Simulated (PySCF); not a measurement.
CH6ClFSi3, SMILES [Si@@]1(F)([SiH2][SiH2]C1)Cl.

The structure is a stationary point at r2SCAN-D4/def2-SVP. The structure was generated by enumeration; whether it is a known compound was not checked.

All values below come from TDA-LC-ωPBE/def2-SVPD run with PySCF.

Vertical excitations. The molecule is in vacuum.

| state | energy (eV) | λ (nm) | f | main pairs |
|---|---|---|---|---|
| S1 | 5.50 | 225 | 0.012 | HOMO→LUMO 93 % |
| S2 | 6.69 | 185 | 0.027 | HOMO−1→LUMO 90 % |
| S3 | 6.81 | 182 | 0.213 | HOMO→LUMO+1 46 %, HOMO→LUMO+2 26 % |
| S4 | 7.18 | 173 | 0.184 | HOMO→LUMO+2 40 %, HOMO→LUMO+1 24 %, HOMO−2→LUMO 14 % |
| S5 | 7.26 | 171 | 0.074 | HOMO−2→LUMO 69 % |
| S6 | 7.48 | 166 | 0.129 | HOMO→LUMO+3 45 %, HOMO−1→LUMO+2 14 %, HOMO→LUMO+2 9 % |
| S7 | 7.65 | 162 | 0.089 | HOMO−1→LUMO+1 33 %, HOMO−1→LUMO+2 21 %, HOMO→LUMO+3 10 %, HOMO→LUMO+5 6 % |
| S8 | 7.71 | 161 | 0.011 | HOMO→LUMO+4 40 %, HOMO−1→LUMO+2 25 %, HOMO→LUMO+3 10 %, HOMO−1→LUMO+1 9 % |
| S9 | 8.01 | 155 | 0.003 | HOMO−1→LUMO+1 34 %, HOMO→LUMO+4 27 %, HOMO−1→LUMO+3 6 % |
| S10 | 8.29 | 150 | 0.042 | HOMO→LUMO+5 27 %, HOMO→LUMO+6 16 %, HOMO→LUMO+10 14 %, HOMO→LUMO+7 6 % |
| T1 | 4.74 | 261 | 0 | HOMO→LUMO 93 % |
| T2 | 5.64 | 220 | 0 | HOMO→LUMO+2 47 %, HOMO−1→LUMO 32 % |
| T3 | 5.70 | 217 | 0 | HOMO→LUMO+1 29 %, HOMO−1→LUMO 29 %, HOMO→LUMO+2 21 % |
| T4 | 5.84 | 212 | 0 | HOMO→LUMO+1 49 %, HOMO−1→LUMO 19 %, HOMO→LUMO+2 10 % |
Triplets are in the Tamm–Dancoff approximation.
